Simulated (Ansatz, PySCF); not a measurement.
This Ansatz (a program for electronic structure) input computes a PBE/def2-TZVPD energy:

Ansatz 0.2 input:
```yaml
crystal:
  periodic: [false, false, false]
  atoms:
    - {symbol: B, position_ang: [-0.61802600, 0.41469115, 0.02416884]}
    - {symbol: F, position_ang: [0.52723220, -0.20936331, -0.00695393]}
    - {symbol: H, position_ang: [-1.65495985, -0.18918598, -0.05825890]}
basis:
  gaussian:
    orbitals: def2-TZVPD
hamiltonian:
  xc: {name: PBE}
magnetization: {spin_polarized: true, initial_magnetization: 1}
output: {forces: true}
```

Task: Write an input for the same energy in PySCF and say what it gives.

Result: 
```python
from pyscf import gto, scf, dft

mol = gto.M(
    atom='''
    B    -0.61802600    0.41469115    0.02416884
    F     0.52723220   -0.20936331   -0.00695393
    H    -1.65495985   -0.18918598   -0.05825890
    ''',
    basis='def2-tzvpd',
    charge=0,
    spin=1,
    verbose=4,
)

mf = dft.UKS(mol, xc='pbe').density_fit(auxbasis='def2-universal-jkfit')
mf.grids.level = 3
mf.conv_tol = 1e-9
mf.max_cycle = 100
mf.max_memory = 1500
mf.kernel()
if not mf.converged:
    mf = mf.newton()
    mf.kernel(mf.make_rdm1())
for _ in range(2):
    mo, _, stable, _ = mf.stability(return_status=True)
    if stable:
        break
    mf.kernel(mf.make_rdm1(mo, mf.mo_occ))
mf.analyze()
```
It gives -125.16555 Eh, and Ansatz -125.16553 Eh, a difference of 0.02 mEh, from the treatment of integrals and grids.

It need not be the lowest isomer of its formula.
